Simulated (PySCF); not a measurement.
H₃Si, doublet, geometry from GFN2-xTB. Base run: PySCF with CAMB3LYP/6-31G*.

Here is a job for PySCF.
```python
from pyscf import gto, scf, dft

mol = gto.Mole()
mol.atom = '''
    Si    0.00172380    0.00046639    0.05606838
    H    -0.01025152    1.41163100   -0.27334508
    H     1.21691602   -0.70748096   -0.29344641
    H    -1.23079768   -0.71067955   -0.21816587
'''
mol.basis = '6-31g*'
mol.spin = 1
mol.verbose = 4
mol.build()

mf = dft.UKS(mol)
mf.xc = 'camb3lyp'
mf.kernel()
```

Each row names what was changed in the base input (with any setting that the change needs).

| change | E (Eh) | HOMO (eV) | dipole (D) | <S^2> |
|---|---|---|---|---|
| base | -291.20358 | -7.08 | 0.23 | 0.752 |
| functional = lda,vwn | -289.99828 | -4.84 | 0.25 | 0.752 |
| functional = b3lyp; dispersion = d4 | -291.22952 | -5.63 | 0.22 | 0.752 |
| functional = pbe0; dispersion = d4 | -291.07720 | -5.96 | 0.22 | 0.753 |
| functional = revpbe | -291.14336 | -4.90 | 0.22 | 0.753 |
| functional = m06l | -291.20157 | -4.96 | 0.18 | 0.755 |
| functional = wb97x | -291.19339 | -8.06 | 0.25 | 0.752 |
| functional = scan | -291.21890 | -5.30 | 0.16 | 0.756 |
| functional = m06 | -291.18806 | -5.48 | 0.23 | 0.752 |
| functional = mn15 | -291.06374 | -6.17 | 0.04 | 0.755 |
| functional = pbe0 | -291.07618 | -5.96 | 0.22 | 0.753 |
| functional = o3lyp | -291.19317 | -5.26 | 0.20 | 0.753 |
| functional = hf | -290.60216 | -8.53 | 0.19 | 0.756 |

Totals shift with the method and basis; they matter in differences.

Open shells are given as the SCF converged; they aren't shown to be the lowest states, and a large step between rows can be another state.
